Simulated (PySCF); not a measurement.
Zr(Cl)3(NH2) (Cl3H2NZr), SMILES [NH2][Zr]([Cl])([Cl])[Cl], multiplicity 1. The structure is a stationary point at PBE0-D3(BJ)/def2-SVP. The multiplicity is an assumed one; no other spin state was optimised. The structure was generated by enumeration; whether it is a known compound was not checked. The def2 effective core potentials stand for the cores of Zr; spin–orbit coupling is left out. Other conformers were not sampled.

Q: Give the equilibrium geometry at PBE0-D3(BJ)/def2-SVP (PySCF confirms it by a frequency run) as Cartesian coordinates in Å. (Estimate from the structure and the level; the computed values follow.)

A: This is not unique; one that fits is 
```xyz
7

Zr     0.0197     0.0876    -0.1403
Cl    -0.2121     1.3503     1.8279
Cl     1.9771    -1.1942    -0.0237
Cl    -1.9480    -1.1187    -0.5404
N      0.2438     1.3430    -1.6654
H      1.1312     1.7212    -1.9949
H     -0.5133     1.7385    -2.2216
```
Charge 0, spin multiplicity 1.
